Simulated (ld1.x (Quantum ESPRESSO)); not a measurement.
Varying the TM potential for gold (Au)

Base potential:

ld1.x (Quantum ESPRESSO) 7.5 input, shortened:

```
&input
   title='Au', zed=79., rel=1, dft='PBE', iswitch=3,
   config='[Xe] 4f14 5d10 6s1 6p0'
 /
 &inputp
   pseudotype=2, tm=.true., lloc=-1, rcloc=1.65,
   nlcc=.false.
 /
3
6S  1  0   1.00   0.00  1.70  1.70  0.0
5P  2  1   6.00   0.00  1.60  1.60  0.0
5D  3  2  10.00   0.00  2.40  2.40  0.0
 &test
   configts(1)='5p6 5d10 6s1 6p0'
 /
```

Cutoffs, loose and tight: the cutoffs (Ry, on a coarse ladder) from which the occupation-weighted sum of valence levels, in a spherical-Bessel basis at the reference potential, stays within 10 and 1 mRy of its value at 400 Ry. They do not see the model core or the augmentation charge, which bear on the density cutoff. Test errors are all-electron minus pseudo excitation energies from the reference, over the configurations 5p6 5d10 6s0 6p0; 5p6 5d9 6s0 6p0; 5p6 5d8 6s0 6p0; 5p6 5d10 6s0 6p1; 5p6 5d7 6s0 6p0; 5p5 5d10 6s1 6p0; 5p6 5d10 6s0.5 6p0. A dash means not determined; rows that change the core or the reference have their own tests. The largest error is taken over the tests solved by every variant that gives reliable tests at all: 5p6 5d10 6s0 6p0; 5p6 5d7 6s0 6p0; 5p6 5d8 6s0 6p0; 5p6 5d9 6s0 6p0.

A true bound ghost makes a file unfit for plane-wave use even where its test errors are small: the radial tests pick states by their node count and pass the ghost by. Where a test does run into it, the solver fails or the error is huge.

```tsv
change	outcome	cutoff, loose	cutoff, tight	bound ghosts	largest test error (meV)
base	generated	55 Ry	90 Ry	p, s	-46
all radii scaled by about 0.96 (s 1.64, p 1.54, d 2.30 bohr); local potential all-electron potential smoothed inside 1.58 bohr (lloc = -1)	generated	60 Ry	100 Ry	s	-102
all radii scaled by about 1.08 (s 1.84, p 1.72, d 2.58 bohr); local potential all-electron potential smoothed inside 1.78 bohr (lloc = -1)	generated	45 Ry	70 Ry	s	+93
all radii scaled by about 1.14 (s 1.94, p 1.82, d 2.74 bohr); local potential all-electron potential smoothed inside 1.88 bohr (lloc = -1)	generated	35 Ry	60 Ry	s	+152
all radii scaled by about 1.26 (s 2.14, p 2.00, d 3.02 bohr); local potential all-electron potential smoothed inside 2.06 bohr (lloc = -1)	generated	35 Ry	60 Ry	s	+377
```

Problem. What comes out with this change to the base: all radii scaled by about 0.79 (s 1.34, p 1.26, d 1.88 bohr); local potential all-electron potential smoothed inside 1.30 bohr (lloc = -1)?

Solution. outcome: generated; cutoff, loose: 230 Ry; cutoff, tight: over 300 Ry; bound ghosts: s; largest test error (meV): +206.

Problem. What comes out with this change to the base: all radii scaled by about 1.39 (s 2.36, p 2.22, d 3.32 bohr); local potential all-electron potential smoothed inside 2.28 bohr (lloc = -1)?

Solution. outcome: generated; cutoff, loose: 35 Ry; cutoff, tight: 60 Ry; bound ghosts: none; largest test error (meV): +816.

Problem. What comes out with this change to the base: all radii scaled by about 0.89 (s 1.50, p 1.42, d 2.14 bohr); local potential all-electron potential smoothed inside 1.46 bohr (lloc = -1)?

Solution. outcome: generated; cutoff, loose: 90 Ry; cutoff, tight: 140 Ry; bound ghosts: s; largest test error (meV): +14.

Reading the sweep of the scale of all radii (base = 1) (base included, trends over the rows without a ghost): Bound ghosts are found at 0.79, 0.89, 0.96, 1, 1.08, 1.14, 1.26.
